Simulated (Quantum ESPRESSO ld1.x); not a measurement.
ld1.x (Quantum ESPRESSO 7.5) input

```
 &input
    zed=25.0,
    iswitch=1,
    rel=2,
    dft='PBE',
    config='[Ar] 3d4',
    rel_dist='energy',
    verbosity='high',
    lsmall=.true.,
    prefix='ld1',
    max_out_wfc=37,
    file_charge='ld1.rho',
 /
```

Output (excerpt):

```
     Program LD1 v.7.5 starts

     --------------------------- All-electron run ----------------------------

     dirac relativistic calculation

     atomic number is 25.00
     dft =PBE   lsd =0 sic =0 latt =0  beta=0.20 tr2=1.0E-14
     Exchange-correlation= PBE
                           (   1   4   3   4   0   0   0)
     mesh =1979 r(mesh) =  99.99540 a.u. xmin = -8.00 dx = 0.00800
     1 Ry =  13.60569312 eV, c = 137.03599908

     n l j   nl                  e(Ry)          e(Ha)          e(eV)
     Spin orbit split results
     1 0 0.5 1S 1( 2.00)    -475.169056771    -237.584528386  -6465.0043680
     2 0 0.5 2S 1( 2.00)     -57.382501019     -28.691250510   -780.7286995
     2 1 0.5 2P 1( 2.00)     -49.532875061     -24.766437530   -673.9290976
     2 1 1.5 2P 1( 4.00)     -48.766389691     -24.383194846   -663.5005329
     3 0 0.5 3S 1( 2.00)      -8.948999466      -4.474499733   -121.7573405
     3 1 0.5 3P 1( 2.00)      -6.695956333      -3.347978167    -91.1031270
     3 1 1.5 3P 1( 4.00)      -6.599932180      -3.299966090    -89.7966519
     3 2 1.5 3D 1( 4.00)      -3.031261084      -1.515630542    -41.2424081
     3 2 2.5 3D 1( 0.00)      -3.020898707      -1.510449353    -41.1014208
     Averaged results
     1 0     1S 1( 2.00)    -475.169056771    -237.584528386  -6465.0043680
     2 0     2S 1( 2.00)     -57.382501019     -28.691250510   -780.7286995
     2 1     2P 1( 6.00)     -49.021884815     -24.510942407   -666.9767211
     3 0     3S 1( 2.00)      -8.948999466      -4.474499733   -121.7573405
     3 1     3P 1( 6.00)      -6.631940231      -3.315970116    -90.2321436
     3 2     3D 1( 4.00)      -3.025043658      -1.512521829    -41.1578157

     final scf error:  3.8E-15 reached in  22 iterations

     Etot =   -2312.502344 Ry,   -1156.251172 Ha,  -31463.197241 eV

     Ekin =    2342.355415 Ry,    1171.177708 Ha,   31869.368965 eV
     Encl =   -5466.557635 Ry,   -2733.278817 Ha,  -74376.305615 eV
     Eh   =     913.732464 Ry,     456.866232 Ha,   12431.963498 eV
     Exc  =    -102.032589 Ry,     -51.016294 Ha,   -1388.224089 eV

     normalization and overlap integrals

     s(1S/1S) =  1.000000  <r> =   0.0609  <r2> =    0.0050  r(max) =   0.0400
     LC norm =  0.99192954 + SC norm =  0.00807046 =  1.00000000
     s(2S/2S) =  1.000000  <r> =   0.2792  <r2> =    0.0922  r(max) =   0.2325
     LC norm =  0.99853580 + SC norm =  0.00146420 =  1.00000000
     s(2P/2P) =  1.000000  <r> =   0.2451  <r2> =    0.0740  r(max) =   0.1873
     LC norm =  0.99855496 + SC norm =  0.00144504 =  1.00000000
     s(2P/2P) =  1.000000  <r> =   0.2480  <r2> =    0.0756  r(max) =   0.1888
     LC norm =  0.99857372 + SC norm =  0.00142628 =  1.00000000
     s(3S/3S) =  1.000000  <r> =   0.8439  <r2> =    0.8203  r(max) =   0.7357
     LC norm =  0.99967970 + SC norm =  0.00032030 =  1.00000000
     s(3P/3P) =  1.000000  <r> =   0.8835  <r2> =    0.9163  r(max) =   0.7417
     LC norm =  0.99971565 + SC norm =  0.00028435 =  1.00000000
     s(3P/3P) =  1.000000  <r> =   0.8919  <r2> =    0.9335  r(max) =   0.7536
     LC norm =  0.99971983 + SC norm =  0.00028017 =  1.00000000
     s(3D/3D) =  1.000000  <r> =   1.0435  <r2> =    1.3660  r(max) =   0.7417
     LC norm =  0.99980797 + SC norm =  0.00019203 =  1.00000000
     s(3D/3D) =  1.000000  <r> =   1.0468  <r2> =    1.3743  r(max) =   0.7417
     LC norm =  0.99980894 + SC norm =  0.00019106 =  1.00000000

     LC charge = 21.96923736 + SC charge =  0.03076264 = 22.00000000

     ------------------------ End of All-electron run ------------------------
```

Run on one thread of a shared host, so times are rough (Intel(R) Xeon(R) Processor @ 2.60GHz): 0.64 s of CPU time, 0.67 s wall, 22 iterations on 1979 mesh points.
